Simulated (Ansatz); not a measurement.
`FC([SiH3])[O][GaH][Br]`. Charge 0, multiplicity 1.

```xyz
11

F    -1.221   -0.715   -0.013
C    -0.526    0.593    0.280
Si    0.287    1.148   -1.367
O     0.339    0.289    1.261
Ga    0.113   -1.534    1.491
Br    1.632   -2.786    0.330
H    -1.364    1.218    0.617
H     1.256    0.105   -1.774
H     0.970    2.436   -1.092
H    -0.764    1.342   -2.397
H    -0.723   -2.097    2.664
```

Question: List the harmonic frequencies (cm⁻¹, unscaled) at PBE0-D4/def2-TZVP in Ansatz. (An estimate is asked.)

Answer: Computed: 36, 79, 121, 129, 153, 203, 272, 313, 431, 482, 556, 576, 622, 643, 755, 782, 901, 935, 939, 1227, 1266, 1352, 2058, 2236, 2248, 2268, 3015.

Question: Is this a minimum?

Answer: Yes, all 27 modes are real.

Question: Give the ideal-gas thermochemistry at 298.15 K and 1 bar (rigid rotor, harmonic oscillator; point group C1, symmetry number 1).

Answer: Zero-point energy 147.1 kJ/mol; H(298) − E = 174.4 kJ/mol; entropy 417.9 J/(mol·K), of which translation 176.7, rotation 126.5, vibration 114.8; G(298) − E = 49.8 kJ/mol. Modes under 100 cm⁻¹ are hindered rotations or soft bends, so the harmonic entropy is rough.
